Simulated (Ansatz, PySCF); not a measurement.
The pair A = HCl (SMILES Cl) (first 2 atoms), B = CH5N (SMILES CN); geometry from B3LYP-D3(BJ)/def2-TZVP.
(charge 0, multiplicity 1):
```xyz
9

Cl     0.01282    -0.03240     0.03734
H     -0.19402     0.39194    -1.15765
C     -0.17861     0.55786     3.53969
N      0.37094    -0.71084     3.06515
H     -1.19647     0.66935     3.16339
H      0.40797     1.37879     3.12487
H     -0.20379     0.67416     4.63171
H     -0.16539    -1.49428     3.41696
H      1.32519    -0.83459     3.38014
```

Cores are frozen in the correlated methods. CBS: X⁻³ extrapolation of the correlation energy, Hartree–Fock from the larger set. MP2 and its Hartree–Fock in aug-cc-pV(T+d)Z are density fitted.

Codes used: Ansatz (a first-principles code); PySCF for the dispersion terms. 

The monomers are drawn apart, rigid, along the line of their centres of mass. Counterpoise-corrected interaction energies (kcal/mol):

```
level                                                                 R = 4.574 Å  R = 5.823 Å
--------------------------------------------------------------------  -----------  -----------
PBE-D3(BJ)/def2-TZVPPD                                                    -0.5201      -0.0485
MP2/CBS(aug-cc-pV(D+d)Z, aug-cc-pV(T+d)Z) + ΔCCSD(T)/aug-cc-pV(D+d)Z      -0.4165      -0.0346
```

Problem. R is the distance of the centres of mass. Find the local exponent m of E ∝ R⁻ᵐ between the two points.

Solution. 
m = ln(E₁/E₂)/ln(R₂/R₁): PBE-D3(BJ)/def2-TZVPPD 9.8; MP2/CBS(aug-cc-pV(D+d)Z, aug-cc-pV(T+d)Z) + ΔCCSD(T)/aug-cc-pV(D+d)Z 10.3. For scale, two fixed dipoles give m = 3, dipole and quadrupole 4, quadrupoles 5, and dispersion or dipole-induced dipole 6 at long range; at these distances several terms mix, and what is left of overlap and damping shifts m, so it need not match one of them.
